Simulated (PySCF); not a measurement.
C₂H₇FO₂Si, SMILES [Si@H]([C@H](O)C)(O)F. Atoms are numbered in the order given.

```xyz
13

C     -1.9496     1.0442     0.1414
C     -0.9029     0.0449     0.5898
O     -1.4698    -1.2559     0.5107
Si     0.6363     0.0579    -0.4826
O      1.5757     1.3559    -0.0862
F      1.4131    -1.3303    -0.1034
H     -2.8508     0.9532     0.7671
H     -2.2492     0.8609    -0.9024
H     -1.5698     2.0738     0.2229
H     -0.6080     0.2892     1.6324
H     -0.7901    -1.8925     0.7617
H      0.3698    -0.0149    -1.9446
H      2.3398     1.5583    -0.6331
```
Charge 0, spin multiplicity 1.

Geometry optimised at PBE0-D3(BJ)/def2-SVP. The structure was generated by enumeration; whether it is a known compound was not checked. One conformer was computed; it need not be the lowest.

Level of theory: PBE/def2-TZVP (PySCF).

ESP charges are fitted to the potential on shells at 1.4 to 2.0 van der Waals radii. Atomic charges (e):

```json
[
 {"atom": "C1", "ESP fit": "(withheld)", "IAO": "-0.43", "Löwdin": "-0.31"},
 {"atom": "C2", "ESP fit": "0.35", "IAO": "-0.21", "Löwdin": "-0.48"},
 {"atom": "O3", "ESP fit": "-0.59", "IAO": "-0.54", "Löwdin": "0.01"},
 {"atom": "Si4", "ESP fit": "(withheld)", "IAO": "1.33", "Löwdin": "0.04"},
 {"atom": "O5", "ESP fit": "(withheld)", "IAO": "-0.77", "Löwdin": "-0.09"},
 {"atom": "F6", "ESP fit": "-0.29", "IAO": "-0.53", "Löwdin": "0.00"},
 {"atom": "H7", "ESP fit": "0.16", "IAO": "0.15", "Löwdin": "0.13"},
 {"atom": "H8", "ESP fit": "0.15", "IAO": "0.15", "Löwdin": "0.13"},
 {"atom": "H9", "ESP fit": "0.14", "IAO": "0.15", "Löwdin": "0.13"},
 {"atom": "H10", "ESP fit": "(withheld)", "IAO": "0.13", "Löwdin": "0.14"},
 {"atom": "H11", "ESP fit": "(withheld)", "IAO": "0.36", "Löwdin": "0.17"},
 {"atom": "H12", "ESP fit": "-0.10", "IAO": "-0.16", "Löwdin": "-0.04"},
 {"atom": "H13", "ESP fit": "0.45", "IAO": "0.37", "Löwdin": "0.18"}
]
```

### Question
Some entries are withheld; supply them. (The exact figures need the calculation; the answer reports its results.)

### Answer

- C1, ESP fit: -0.53
- Si4, ESP fit: 0.55
- O5, ESP fit: -0.66
- H10, ESP fit: 0.02
- H11, ESP fit: 0.37

### Question
Give the Mayer and Wiberg (Löwdin basis) orders of the bonds. (An estimate is asked for; the answer gives what the named calculation found.)

### Answer

```
bond     Mayer  Wiberg
-------  -----  ------
C1–C2     0.99    1.30
C2–O3     1.02    1.55
C2–Si4    0.99    1.03
Si4–O5    1.26    1.72
Si4–F6    1.10    1.67
C1–H7     0.95    0.89
C1–H8     0.97    0.90
C1–H9     0.96    0.89
C2–H10    0.91    0.82
O3–H11    0.89    1.01
Si4–H12   0.91    0.90
O5–H13    0.88    1.02
```
